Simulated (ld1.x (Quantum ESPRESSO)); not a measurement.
F (Z = 9), PAW: configuration errors across variants

ld1.x (Quantum ESPRESSO) 7.5 input, shortened:

```
&input
   title='F', zed=9., rel=1, dft='PBE', iswitch=3,
   config='[He] 2s2 2p3'
 /
 &inputp
   pseudotype=3, lpaw=.true., tm=.true., lloc=-2, rcloc=1.10,
   nlcc=.true.,
   which_augfun='PSQ', rmatch_augfun_nc=.true.
 /
4
2S  1  0   2.00   0.00  0.55  0.75  0.0
2S  1  0   0.00  -4.70  0.55  0.75  0.0
2P  2  1   3.00   0.00  1.10  1.20  0.0
2P  2  1   0.00  -3.15  1.10  1.20  0.0
 &test
   configts(1)='2s2 2p3'
 /
```

All-electron excitation energies from the reference (eV): (1) 2s2 2p5 -57.775; (2) 2s2 2p4 -38.385; (3) 2s2 2p2 60.638; (4) 2s2 2p5.3 -60.445; (5) 2s2 2p1 146.440; (6) 2s1 2p5 -19.282; (7) 2s1 2p6 -38.961.

The overlap operator is not positive definite (basis up to 400 Ry) in “local potential all-electron potential smoothed inside 0.96 bohr (lloc = -2)”, “local potential all-electron potential smoothed inside 1.36 bohr (lloc = -2)”. Such files are unfit for use, however small their errors in these radial tests.

Errors AE − PS in meV (a dash: test not solved or not reliable):

| change | (1) | (2) | (3) | (4) | (5) | (6) | (7) | bound ghosts |
| --- | --- | --- | --- | --- | --- | --- | --- | --- |
| base | -20 | -8.7 | -19 | -21 | -58 | -15 | -28 | none |
| local potential all-electron potential smoothed inside 0.44 bohr (lloc = -2) | +6.9 | +3.2 | 0.0 | +7.9 | +11 | -0.3 | +1.3 | none |
| local potential all-electron potential smoothed inside 0.60 bohr (lloc = -2) | +6.4 | +3.0 | -0.2 | +7.3 | +10 | -0.7 | +0.4 | none |
| local potential all-electron potential smoothed inside 0.74 bohr (lloc = -2) | -0.1 | +0.3 | -3.1 | +0.1 | +1.6 | -5.3 | -8.7 | none |
| local potential all-electron potential smoothed inside 0.96 bohr (lloc = -2) | -21 | -9.1 | -21 | -22 | -71 | -15 | -28 | not determined (overlap not positive) |
| local potential all-electron potential smoothed inside 1.12 bohr (lloc = -2) | -20 | -8.7 | -19 | -21 | -58 | -15 | -28 | none |
| local potential all-electron potential smoothed inside 1.22 bohr (lloc = -2) | -19 | -8.3 | -18 | -21 | -56 | -15 | -29 | none |
| local potential all-electron potential smoothed inside 1.36 bohr (lloc = -2) | -7.5 | -3.6 | -19 | -7.6 | -109 | -6.1 | -8.1 | not determined (overlap not positive) |

**Question.** Give the same row for: local potential all-electron potential smoothed inside 0.88 bohr (lloc = -2).

**Answer.** -25, -11, -21, -27, -59, -20, -37; bound ghosts: none.
